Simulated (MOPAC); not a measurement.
MOPAC input (PM7):

```
PM7 PRECISE GNORM=0.05 LET XYZ UHF MS=0.5 GEO-OK AUX(PRECISION=9) THREADS=1
CH2I

C    -1.30140524 1   -1.18480293 1    0.04320733 1
I     0.21068024 1    0.19180387 1   -0.00699469 1
H    -1.68009966 1   -1.49242257 1    1.00329335 1
H    -1.67752164 1   -1.56436514 1   -0.89181858 1
```

Output:

```
 *******************************************************************************
 **                                                                           **
 **                              MOPAC v23.2.5                                **
 **                                                                           **
 *******************************************************************************
 ** MOPAC's Digital Object Identifier: https://doi.org/10.5281/zenodo.6511958 **
 **                                                                           **
 ** Please cite the open-source release paper for use of this MOPAC version:  **
 ** J. E. Moussa and J. J. P. Stewart (2026)                                  **
 ** MOPAC: An open-source semiempirical molecular orbital program             **
 ** J. Open Source Softw., 11(119), 8025, https://doi.org/10.21105/joss.08025 **
 *******************************************************************************

                              PM7 CALCULATION RESULTS

 *******************************************************************************
 *  PM7        - The PM7 Hamiltonian to be used
 *  GEO-OK     - OVERRIDE INTERATOMIC DISTANCE AND OTHER SAFETY CHECKS
 *  UHF        - UNRESTRICTED HARTREE-FOCK CALCULATION
 *  MS=        - IN MECI, MAGNETIC COMPONENT OF SPIN =  0.5
 *  LET        - OVERRIDE SOME SAFETY CHECKS
 *  PRECISE    - TIGHTER CRITERIA TO BE USED
 *  XYZ        - CARTESIAN COORDINATE SYSTEM TO BE USED
 *  GNORM      - EXIT WHEN GRADIENT NORM DROPS BELOW 0.050
 *  AUX        - OUTPUT AUXILIARY INFORMATION
 *******************************************************************************
PM7 PRECISE GNORM=0.05 LET XYZ UHF MS=0.5 GEO-OK AUX(PRECISION=9) THREADS=1
 CH2I

   ATOM   CHEMICAL          X               Y               Z
  NUMBER   SYMBOL      (ANGSTROMS)     (ANGSTROMS)     (ANGSTROMS)

     1       C         -1.30140524  *  -1.18480293  *   0.04320733  *
     2       I          0.21068024  *   0.19180387  *  -0.00699469  *
     3       H         -1.68009966  *  -1.49242257  *   1.00329335  *
     4       H         -1.67752164  *  -1.56436514  *  -0.89181858  *

          CARTESIAN COORDINATES

    NO.       ATOM           X           Y           Z

     1         C         -1.3014     -1.1848      0.0432
     2         I          0.2107      0.1918     -0.0070
     3         H         -1.6801     -1.4924      1.0033
     4         H         -1.6775     -1.5644     -0.8918

 General Reference for PM7:
 "Optimization of Parameters for Semiempirical Methods VI: More Modifications to the
 NDDO Approximations and Re-optimization of Parameters", J. J. P. Stewart, J. Mol. Mod., 1:32, 19 (2013)
 https://link.springer.com/article/10.1007/s00894-012-1667-x

           Empirical Formula: C H2 I  =     4 atoms

      MOLECULAR POINT GROUP   :   C2v

          UHF CALCULATION, NO. OF ALPHA ELECTRONS =    7
                           NO. OF BETA  ELECTRONS =    6

          Geometry optimization using EF

          DIAGONAL MATRIX USED AS START HESSIAN

 CYCLE:     1  GRAD.:    15.473 HEAT:  42.16463
 CYCLE:     2  GRAD.:    61.873 HEAT:  43.75037
 CYCLE:     3  GRAD.:     9.328 HEAT:  42.04993
 CYCLE:     4  GRAD.:    12.328 HEAT:  42.11880
 CYCLE:     5  GRAD.:     0.254 HEAT:  41.99896
 CYCLE:     6  GRAD.:     0.006 HEAT:  41.99893

     GRADIENT =  0.00566 IS LESS THAN CUTOFF =  0.05000

 -------------------------------------------------------------------------------
 PM7 PRECISE GNORM=0.05 LET XYZ UHF MS=0.5 GEO-OK AUX(PRECISION=9) THREADS=1
 CH2I

     GEOMETRY OPTIMISED USING EIGENVECTOR FOLLOWING (EF).
     SCF FIELD WAS ACHIEVED

                              PM7 CALCULATION
                                                       MOPAC v23.2.5 Linux

          FINAL HEAT OF FORMATION =         41.99893 KCAL/MOL =     175.72354 KJ/MOL

          COSMO AREA              =         88.39 SQUARE ANGSTROMS
          COSMO VOLUME            =         72.71 CUBIC ANGSTROMS

          GRADIENT NORM           =          0.00566          =       0.00283 PER ATOM
          IONIZATION POTENTIAL    =          8.766860 EV
          ALPHA SOMO LUMO (EV)    =         -8.767  1.117
          BETA  SOMO LUMO (EV)    =         -9.139 -0.438
          NO. OF ALPHA ELECTRONS  =          7
          NO. OF BETA  ELECTRONS  =          6
          MOLECULAR WEIGHT        =        140.9313         POINT GROUP:  C2v

          MOLECULAR DIMENSIONS (Angstroms)

            Atom       Atom       Distance
            H     4    I     2     2.72275
            H     3    I     2     1.74826
            H     4    C     1     0.00000

          SCF CALCULATIONS        =          7

   ATOM   CHEMICAL          X               Y               Z
  NUMBER   SYMBOL      (ANGSTROMS)     (ANGSTROMS)     (ANGSTROMS)

     1       C         -1.30230597  *  -1.18562296  *   0.04323724  *
     2       I          0.21124613  *   0.19231906  *  -0.00701348  *
     3       H         -1.68169517  *  -1.49458663  *   0.98519694  *
     4       H         -1.67916654  *  -1.56515116  *  -0.87361459  *

                             CARTESIAN COORDINATES

   1    C       -1.302305975    -1.185622960     0.043237236
   2    I        0.211246129     0.192319057    -0.007013478
   3    H       -1.681695173    -1.494586631     0.985196936
   4    H       -1.679166536    -1.565151160    -0.873614586

           Empirical Formula: C H2 I  =     4 atoms

      MOLECULAR POINT GROUP   :   C2v

          ALPHA EIGENVALUES
 -25.85720 -21.22107 -15.62562 -12.17920 -11.38502  -9.14614  -8.76686   1.11689
   5.45647   5.53332 122.25730 122.26723 122.30832 122.46497 122.72387

           BETA EIGENVALUES
 -25.58184 -20.89081 -15.36620 -11.92419  -9.59470  -9.13888  -0.43771   1.57109
   5.63090   5.77340 122.35751 122.48496 122.51117 122.55196 122.68370

              NET ATOMIC CHARGES AND DIPOLE CONTRIBUTIONS

  ATOM NO.   TYPE          CHARGE      No. of ELECS.   s-Pop       p-Pop       d-Pop
    1          C          -0.349000        4.3490     1.16995     3.17905
    2          I           0.026350        6.9737     1.89943     5.06711     0.00711
    3          H           0.161325        0.8387     0.83867
    4          H           0.161325        0.8387     0.83867
 DIPOLE           X         Y         Z       TOTAL
 POINT-CHG.    -0.394    -0.359     0.013     0.534
 HYBRID        -0.527    -0.479     0.017     0.712
 SUM           -0.921    -0.838     0.031     1.246

          ATOMIC ORBITAL ELECTRON POPULATIONS

     Atom    s        px        py        pz      x^2-y^2     xz        z^2       yz        xy
    1  C   1.16995   1.00789   1.02086   1.15030
    2  I   1.89943   1.49965   1.57104   1.99643   0.00085   0.00082   0.00112   0.00068   0.00363
    3  H   0.83867
    4  H   0.83867

                    (SZ)    =    0.500000
                    (S**2)  =    0.753451

          ATOMIC ORBITAL SPIN POPULATIONS

    Atom   Total    s     px     py     pz   x^2-y^2  xz     z^2    yz     xy
         Atomic
    1  C  1.0100  0.027  0.436  0.517  0.030
    2  I  0.0442  0.002  0.015  0.026  0.000  0.000 -0.000 -0.000  0.000  0.000
    3  H -0.0271 -0.027
    4  H -0.0271 -0.027

 **********************
 *                    *
 * JOB ENDED NORMALLY *
 *                    *
 **********************

 == MOPAC DONE ==
```

The geometry given is a B3LYP-D3(BJ)/def2-TZVP minimum.
